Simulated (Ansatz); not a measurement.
A nudged elastic band was laid between two geometries of Cl4Sn + H2 (7 atoms, charge 0, multiplicity 1).

These are results of RHF/def2-SVP in Ansatz, not measurements.

```json
{"movable images": "7", "climbing image": "yes", "spring": "5.0 eV/Å²", "optimiser": "quadratic models (default)", "start path": "through a guess of the saddle point", "force threshold": "0.05 eV/Å", "iteration limit": "60", "end points": "relaxed"}
```

First end point:

```xyz
7
Properties=species:S:1:pos:R:3
Sn 0.549 0.000 -0.137
Cl 0.645 0.000 2.172
Cl 2.697 0.000 -0.989
Cl -0.565 1.887 -0.866
Cl -0.565 -1.887 -0.866
H -3.361 0.000 1.354
H -2.956 0.000 1.981
```

Last end point:

```xyz
7
Properties=species:S:1:pos:R:3
Sn -0.359 0.000 -0.871
Cl -0.633 0.000 3.511
Cl 1.708 0.000 0.195
Cl -0.432 1.874 -2.250
Cl -0.432 -1.874 -2.250
H -1.642 0.000 0.219
H -1.764 0.000 4.094
```

Question: Which bonds break or form, and what moves?

Answer: Bonds broken: Sn1–Cl2, H6–H7. Bonds formed: Sn1–H6, Cl2–H7. Cl4Sn + H2 becomes Cl3HSn + ClH.

Question: Give the energies along the band, and the barrier.

Answer: The run converged. The highest image is number 4 of 0 to 8, 257.8 kJ/mol above the first end and 222.5 kJ/mol above the last; the last end lies 35.3 kJ/mol above the first. Neighbouring images differ by up to 1.8 eV, so the band resolves the path poorly. A vibrational analysis at the climbing image gives one clearly imaginary mode, 1805i cm⁻¹, and a faint second one (19i cm⁻¹) that may be numerical noise or a soft torsion: probably a first-order saddle point. The orbitals stay closed-shell, which can raise the energy where a bond breaks towards radicals; this wasn't checked here.

| image | path coordinate (Å) | energy (kJ/mol) | Sn1–Cl2 (Å) | H6–H7 (Å) | Sn1–H6 (Å) |
| --- | --- | --- | --- | --- | --- |
| 0 | 0.00 | 0.0 | 2.31 | 0.75 | 4.19 |
| 1 | 0.73 | 2.0 | 2.31 | 0.75 | 3.55 |
| 2 | 1.47 | 18.3 | 2.32 | 0.74 | 2.92 |
| 3 | 2.20 | 88.4 | 2.39 | 0.75 | 2.33 |
| 4 | 2.93 | 257.8 | 2.68 | 1.03 | 1.89 |
| 5 | 3.79 | 110.4 | 3.26 | 1.67 | 1.69 |
| 6 | 4.64 | 53.0 | 3.81 | 2.13 | 1.68 |
| 7 | 5.50 | 37.8 | 4.15 | 2.92 | 1.68 |
| 8 | 6.35 | 35.3 | 4.39 | 3.88 | 1.68 |

Question: What is the geometry of the highest image?

Answer: 
```xyz
7
Properties=species:S:1:pos:R:3:forces:R:3
Sn -0.329 0.000 -0.088 0.00 0.00 0.00
Cl -0.004 0.000 2.573 0.00 0.00 0.00
Cl 1.978 0.000 -0.363 0.00 0.00 0.00
Cl -0.968 1.982 -1.117 0.00 0.00 0.00
Cl -0.968 -1.982 -1.117 0.00 0.00 0.00
H -1.910 0.000 0.946 0.00 0.00 0.00
H -1.355 0.000 1.814 0.00 0.00 0.00
```

The run took 7.8 min on 2 threads of Arm Neoverse N1, on a shared host, peak memory 0.29 GiB.
